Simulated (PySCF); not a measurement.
## Mayer bond orders and bond lengths

Species: C7H15B.
Atom-mapped SMILES: `[CH3:1][C@@H:2]1[BH:3][CH2:4][CH2:5][CH2:6][C@@H:7]1[CH3:8]` (hydrogens: H9, H10, H11 on C1; H12 on C2; H13 on B3; H14, H15 on C4; H16, H17 on C5; H18, H19 on C6; H20 on C7; H21, H22, H23 on C8)

Structure used (PBE0-D3(BJ)/def2-SVP), in Å, numbered top down from 1:
```
atom  x, y, z in Å
C1    -0.4625    1.9484   -0.6133
C2    -0.2100    1.0221    0.5936
B3     1.2431    1.3826    1.0775
C4     2.4543    0.4939    0.6499
C5     2.1079   -0.9466    0.2730
C6     0.7965   -1.0460   -0.4984
C7    -0.3924   -0.4786    0.2820
C8    -1.7172   -0.7994   -0.3998
H9    -1.5057    1.8867   -0.9596
H10   -0.2677    3.0016   -0.3565
H11    0.1822    1.6978   -1.4705
H12   -0.9397    1.3165    1.3703
H13    1.4315    2.4304    1.6644
H14    2.8068    1.0451   -0.2524
H15    3.3065    0.5587    1.3455
H16    2.9236   -1.4121   -0.3049
H17    2.0162   -1.5465    1.1960
H18    0.8899   -0.5177   -1.4658
H19    0.5948   -2.0999   -0.7537
H20   -0.3976   -0.9969    1.2600
H21   -1.7474   -0.4139   -1.4314
H22   -1.8803   -1.8872   -0.4540
H23   -2.5678   -0.3599    0.1458
```

Bond orders from the PBE0/pcSseg-1 density (PySCF). The structure is a single PBE0-D3(BJ)/def2-SVP conformer in the gas phase; no vibrational or solvent corrections.

Problem. Where do the orders between heavy atoms depart from those drawn in the SMILES?

Solution. The largest departure is 0.052, at C7–C8 (drawn single, 1.052).

Problem. Give the Mayer order of every bond between heavy atoms, beside its length.

Solution. 
```
 bond  drawn as  length (Å)  Mayer order
C1–C2    single       1.542        1.012
C2–B3    single       1.573        0.961
B3–C4    single       1.562        1.012
C4–C5    single       1.529        1.045
C5–C6    single       1.525        1.047
C6–C7    single       1.531        0.989
C7–C8    single       1.524        1.052
C7–C2    single       1.543        1.001
```

Bonds between the same two heavy elements. C–C: lowest C6–C7 (0.989, 1.531 Å), highest C7–C8 (1.052, 1.524 Å); in 1 of the 15 pairs the longer bond (by over 0.003 Å) has the higher order (by 0.02 or more). B–C: lowest C2–B3 (0.961, 1.573 Å), highest B3–C4 (1.012, 1.562 Å).

Problem. And the bonds to hydrogen?

Solution. C–H: 0.90 to 0.96 (14 bonds); B–H: 0.99 (1 bond).

Problem. Sum the orders of all bonds at each heavy atom with more than one neighbour and set the sums beside the valence in the SMILES.

Solution. C1 3.890 (drawn 4), C2 3.907 (drawn 4), B3 2.959 (drawn 3), C4 3.908 (drawn 4), C5 3.997 (drawn 4), C6 3.932 (drawn 4), C7 3.984 (drawn 4), C8 3.938 (drawn 4). Orders between atoms that aren't bonded are not in these sums.

For a closed shell the Mayer order of atoms A and B is Σ (PS)μν (PS)νμ over the basis functions μ on A and ν on B, with P the density and S the overlap matrix.

The run behind these numbers computed NMR shieldings as well. Time: 66 s; peak memory 1.0 GiB. Hardware: Intel Xeon at 2.70 GHz, one thread, no GPU, shared host with 64 logical CPUs at a one-minute load of 62.
